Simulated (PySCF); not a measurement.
Vertical excitations of a molecule CH₇FOSi₂ from TDDFT-CAM-B3LYP/def2-SVPD (PySCF), as energy in eV (oscillator strength): 7.10 (0.003), 7.23 (0.001), 7.80 (0.010), 8.13 (0.000), 8.16 (0.029), 8.43 (0.021), 8.59 (0.093), 8.72 (0.172), 8.78 (0.014), 8.95 (0.000). Lowest triplet (TDA): 6.68 eV. The structure is a stationary point at B3LYP-D3(BJ)/def2-SVP. Other conformers were not sampled.

Problem. Identify the compound among the candidates.
A. FC[SiH2]O[SiH3]
B. O[Si@@H]([SiH3])CF
C. F[SiH2]CO[SiH3]
D. C[Si@@H](O)[SiH2]F

Solution. A, FC[SiH2]O[SiH3]
